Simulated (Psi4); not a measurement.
CH4N, doublet, geometry from GFN2-xTB. Base run: CCSD(T)/def2-TZVP in Psi4.

Here is a job for Psi4.
```
memory 2 GB

molecule {
0 2
C     0.05090308    0.60657921    0.04088531
N     0.00214245   -0.78641762    0.06273665
H    -0.95624751    1.05804230    0.01396982
H    -0.49330169   -1.14841740   -0.75166274
H     0.58554129    0.96413175    0.92219723
H     0.54359232    0.99169139   -0.86897269
}

set {
  basis def2-tzvp
  reference uhf
  freeze_core true
}

energy('ccsd(t)')
print_variables()
```

Each row names what was changed in the base input (with any setting that the change needs).

| change | ΔE vs base (kcal/mol) | MP2 correlation (Eh) | CC correlation without the perturbative part (Eh) | basis functions | core-seconds (rough) |
|---|---|---|---|---|---|
| base | 0.000 | -0.34284 | -0.37409 | 86 | 70 |
| method = mp3 | 10.11 | -0.34272 | - | 86 | 6 |
| method = ccsd | 7.68 | -0.34284 | -0.37409 | 86 | 50 |
| method = mp2 | 27.37 | -0.34272 | - | 86 | 5 |

Open shells are given as the SCF converged; they aren't shown to be the lowest states, and a large step between rows can be another state.
